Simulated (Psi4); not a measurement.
C5H11O3, doublet, geometry from GFN2-xTB; CCSD(T)/STO-3G (Psi4 1.11).

Psi4 was given this input:
```
memory 2 GB

molecule {
0 2
C    -3.40177845    0.90672999   -0.37893972
O    -2.12115153    0.59172966    0.10534485
C    -1.78222557   -0.76143086   -0.06980004
C    -0.33836241   -0.96057827    0.37538620
O     0.52102439   -0.61830595   -0.68747809
C     1.86416185   -0.60137980   -0.38302005
C     2.31515922    0.76383615    0.33657603
O     3.55481704    0.69515998    0.71951132
H    -4.17595493    0.32714022    0.13946038
H    -3.47866538    0.71360167   -1.45561399
H    -3.55256777    1.96670747   -0.18796497
H    -2.44909425   -1.40112506    0.52971107
H    -1.87391914   -1.05043051   -1.12668542
H    -0.16562595   -2.00378920    0.67605209
H    -0.15060637   -0.30825395    1.24119231
H     2.41397724   -0.63595951   -1.32511826
H     2.17052871   -1.42648804    0.27032640
H     2.06991292    1.60052107   -0.34616327
H     1.61276782    0.78634306    1.20456465
}

set {
  basis sto-3g
  reference uhf
  freeze_core true
  mp2_type conv
  scf_type pk
  puream true
  d_convergence 1e-8
}

energy('ccsd(t)')
print_variables()
```

Write the output that Psi4 gives for this input, abridged.


```
   => Loading Basis Set <=

    Name: STO-3G
    Role: ORBITAL
    Keyword: BASIS

         ---------------------------------------------------------
                                   SCF
               by Justin Turney, Rob Parrish, Andy Simmonett
                          and Daniel G. A. Smith
                              UHF Reference
         ---------------------------------------------------------

  ==> Geometry <==

    Molecular point group: c1
    Full point group: C1

    Geometry (in Angstrom), charge = 0, multiplicity = 2:

       Center              X                  Y                   Z               Mass
    ------------   -----------------  -----------------  -----------------  -----------------
         C           -3.464850148297     0.894828422246    -0.382102252266    12.000000000000
         O           -2.184223228297     0.579828092246     0.102182317734    15.994914619570
         C           -1.845297268297    -0.773332427754    -0.072962572266    12.000000000000
         C           -0.401434108297    -0.972479837754     0.372223667734    12.000000000000
         O            0.457952691703    -0.630207517754    -0.690640622266    15.994914619570
         C            1.801090151703    -0.613281367754    -0.386182582266    12.000000000000
         C            2.252087521703     0.751934582246     0.333413497734    12.000000000000
         O            3.491745341703     0.683258412246     0.716348787734    15.994914619570
         H           -4.239026628297     0.315238652246     0.136297847734     1.007825032230
         H           -3.541737078297     0.701700102246    -1.458776522266     1.007825032230
         H           -3.615639468297     1.954805902246    -0.191127502266     1.007825032230
         H           -2.512165948297    -1.413026627754     0.526548537734     1.007825032230
         H           -1.936990838297    -1.062332077754    -1.129847952266     1.007825032230
         H           -0.228697648297    -2.015690767754     0.672889557734     1.007825032230
         H           -0.213678068297    -0.320155517754     1.238029777734     1.007825032230
         H            2.350905541703    -0.647861077754    -1.328280792266     1.007825032230
         H            2.107457011703    -1.438389607754     0.267163867734     1.007825032230
         H            2.006841221703     1.588619502246    -0.349325802266     1.007825032230
         H            1.549696121703     0.774441492246     1.201402117734     1.007825032230

  Running in c1 symmetry.

  Rotational constants: A =      0.16305  B =      0.02550  C =      0.02357 [cm^-1]
  Rotational constants: A =   4888.15540  B =    764.51446  C =    706.46197 [MHz]
  Nuclear repulsion =  389.406280118962229

  Charge       = 0
  Multiplicity = 2
  Electrons    = 65
  Nalpha       = 33
  Nbeta        = 32

  ==> Algorithm <==

  SCF Algorithm Type is PK.
  DIIS enabled.
  MOM disabled.
  Fractional occupation disabled.
  Guess Type is SAD.
  Energy threshold   = 1.00e-08
  Density threshold  = 1.00e-08
  Integral threshold = 1.00e-12

  ==> Primary Basis <==

  Basis Set: STO-3G
    Blend: STO-3G
    Number of shells: 35
    Number of basis functions: 51
    Number of Cartesian functions: 51
    Spherical Harmonics?: true
    Max angular momentum: 1

  ==> Integral Setup <==

  Using in-core PK algorithm.
   Calculation information:
      Number of atoms:                  19
      Number of AO shells:              35
      Number of primitives:            105
      Number of atomic orbitals:        51
      Number of basis functions:        51

      Integral cutoff                 1.00e-12
      Number of threads:                 1

  Performing in-core PK
  Using 1759602 doubles for integral storage.
  We computed 153817 shell quartets total.
  Whereas there are 198765 unique shell quartets.

  ==> DiskJK: Disk-Based J/K Matrices <==

    J tasked:                  Yes
    K tasked:                  Yes
    wK tasked:                  No
    Schwarz Cutoff:          1E-12

  Minimum eigenvalue in the overlap matrix is 2.1510383436E-01.
  Reciprocal condition number of the overlap matrix is 8.8197520296E-02.
    Using symmetric orthogonalization.

  ==> Pre-Iterations <==

  SCF Guess: Superposition of Atomic Densities via on-the-fly atomic UHF (no occupation information).

   -------------------------
    Irrep   Nso     Nmo
   -------------------------
     A         51      51
   -------------------------
    Total      51      51
   -------------------------

  ==> Iterations <==

                        Total Energy        Delta E     RMS |[F,P]|

   @UHF iter SAD:  -408.79714790514930   -4.08797e+02   0.00000e+00
   @UHF iter   1:  -414.53440882689711   -5.73726e+00   1.14370e-02 ADIIS/DIIS
   @UHF iter   2:  -414.81311736134035   -2.78709e-01   6.55603e-03 ADIIS/DIIS
   @UHF iter   3:  -414.89048634774548   -7.73690e-02   1.99036e-03 ADIIS/DIIS
   @UHF iter   4:  -414.91058057952137   -2.00942e-02   6.72239e-04 ADIIS/DIIS
   @UHF iter   5:  -414.91298683289284   -2.40625e-03   1.94412e-04 ADIIS/DIIS
   @UHF iter   6:  -414.91316497766741   -1.78145e-04   9.04511e-05 DIIS
   @UHF iter   7:  -414.91321704002974   -5.20624e-05   4.29437e-05 DIIS
   @UHF iter   8:  -414.91322884009043   -1.18001e-05   2.64725e-05 DIIS
   @UHF iter   9:  -414.91323632931324   -7.48922e-06   1.95596e-05 DIIS
   @UHF iter  10:  -414.91324176680712   -5.43749e-06   1.79217e-05 DIIS
   @UHF iter  11:  -414.91324677121548   -5.00441e-06   1.74387e-05 DIIS
   @UHF iter  12:  -414.91325192732825   -5.15611e-06   1.72455e-05 DIIS
   @UHF iter  13:  -414.91327026227941   -1.83350e-05   1.66293e-05 DIIS
   @UHF iter  14:  -414.91337600602890   -1.05744e-04   1.63785e-05 DIIS
   @UHF iter  15:  -414.91337746422687   -1.45820e-06   1.51048e-05 DIIS
   @UHF iter  16:  -414.91346743889159   -8.99747e-05   4.07778e-05 DIIS
   @UHF iter  17:  -414.91347031309226   -2.87420e-06   3.31695e-05 DIIS
[...]
  @UHF Final Energy:  -414.91348406095943
    Total Energy =                       -414.9134840609594903
[...]
    20        -0.442229193464471    6.148e-06    0.016892    0.000000    0.000000    0.000000
    21        -0.442229330082540    3.352e-06    0.016890    0.000000    0.000000    0.000000
    22        -0.442229339160470    1.912e-06    0.016890    0.000000    0.000000    0.000000
    23        -0.442229347464288    1.410e-06    0.016890    0.000000    0.000000    0.000000
    24        -0.442229347841101    1.194e-06    0.016890    0.000000    0.000000    0.000000
    25        -0.442229339762607    1.119e-06    0.016890    0.000000    0.000000    0.000000
    26        -0.442229331086038    1.088e-06    0.016890    0.000000    0.000000    0.000000
    27        -0.442229323367824    1.062e-06    0.016890    0.000000    0.000000    0.000000
    28        -0.442229322252372    1.028e-06    0.016892    0.000000    0.000000    0.000000
    29        -0.442229332298940    9.448e-07    0.016894    0.000000    0.000000    0.000000
    30        -0.442229348842688    7.759e-07    0.016898    0.000000    0.000000    0.000000
    31        -0.442229365901192    5.126e-07    0.016902    0.000000    0.000000    0.000000
    32        -0.442229376737925    2.566e-07    0.016903    0.000000    0.000000    0.000000
    33        -0.442229385110077    1.420e-07    0.016903    0.000000    0.000000    0.000000
    34        -0.442229386902668    7.834e-08    0.016903    0.000000    0.000000    0.000000

    Iterations converged.

    Largest TIA Amplitudes:
             19   2         0.0185517132
             23   9        -0.0127569494
             20   1         0.0108374715
             21   0         0.0104229366
             11   2        -0.0103647872
             20   4        -0.0095983798
             21   8         0.0077380785
             23  12        -0.0076259039
             22  13        -0.0074660054
             24   2         0.0072871219

    Largest Tia Amplitudes:
             23   0        -0.0857413359
             14   0         0.0156050964
              9   0        -0.0137815294
             21   3        -0.0135215953
             16   0         0.0131268670
             22  10        -0.0128326649
             23   3         0.0123725433
             20   1         0.0119072364
             12   0        -0.0118608720
             19   2         0.0106310316

    Largest TIJAB Amplitudes:
     23  20   9   1         0.0043015279
     16  11  15   2         0.0042947136
     24   8  13   2        -0.0039054244
     19  17  17   2         0.0038860753
     24  21   4   2         0.0037633097
     21  19  17   2         0.0036100685
     19  15  15   2        -0.0035776619
     24   9  11   2         0.0032728071
     23  18  16   9        -0.0031212561
     23  20   1   0         0.0031020705

    Largest Tijab Amplitudes:
     17  16  18   0         0.0078788731
     23  21  12   0        -0.0069570022
     17  16  16   0        -0.0067079896
     23  21   3   0        -0.0061782564
     21  17  16   0        -0.0059737289
     17  13  18   0         0.0059088712
     23  21   5   0         0.0056315561
     23  17  16   0        -0.0054697952
     21  17  18   3        -0.0053345638
     21  16   3   0        -0.0051642000

    Largest TIjAb Amplitudes:
     19  16   2   0         0.0255340689
     24  16   2   3        -0.0220993423
     18  18   4   5        -0.0214962060
     24  16   2   0        -0.0212929868
     24  23   2   0         0.0200480653
     17  15   9  10        -0.0187964329
     24  23   2   3         0.0180006861
     19  13   2   0         0.0168093930
     24  21   2   0         0.0165001650
     15  15   9  10         0.0161993859

    SCF energy       (wfn)                    = -414.913484060959433
    Reference energy (file100)                = -414.913484060960400

    Opposite-spin MP2 correlation energy      =   -0.293976685906794
    Same-spin MP2 correlation energy          =   -0.041988476161677
    Singles MP2 correlation energy            =   -0.000000000000000
    MP2 correlation energy                    =   -0.335965162068471
      * MP2 total energy                      = -415.249449223028876

    Opposite-spin CCSD correlation energy     =   -0.403123066360025
    Same-spin CCSD correlation energy         =   -0.039106320542642
    Singles CCSD correlation energy           =    0.000000000000000
    CCSD correlation energy                   =   -0.442229386902668
      * CCSD total energy                     = -415.355713447863081

            **************************
            *                        *
            *        CCTRIPLES       *
            *                        *
            **************************

    Wave function   =    CCSD_T
    Reference wfn   =      UHF

    Nuclear Rep. energy (wfn)                =  389.406280118962229
    SCF energy          (wfn)                = -414.913484060959433
    Reference energy    (file100)            = -414.913484060960400
    CCSD energy         (file100)            =   -0.442229386902668
    Total CCSD energy   (file100)            = -415.355713447863081

    Number of ijk index combinations:
    Spin Case AAA:                                2300
    Spin Case BBB:                                2024
    Spin Case AAB:                                7200
    Spin Case ABB:                                6900
    AAA (T) energy                             =   -0.000099848431224
    BBB (T) energy                             =   -0.000126772238693
    AAB (T) energy                             =   -0.002450097359359
    ABB (T) energy                             =   -0.002557269766145
    (T) energy                                   =   -0.005233987795421
      * CCSD(T) total energy                     = -415.360947435658488

  Variable Map:
  ----------------------------------------------------------------------------
[...]
  Array Variable Map:
  ----------------------------------------------------------------------------
[...]
[...]
```
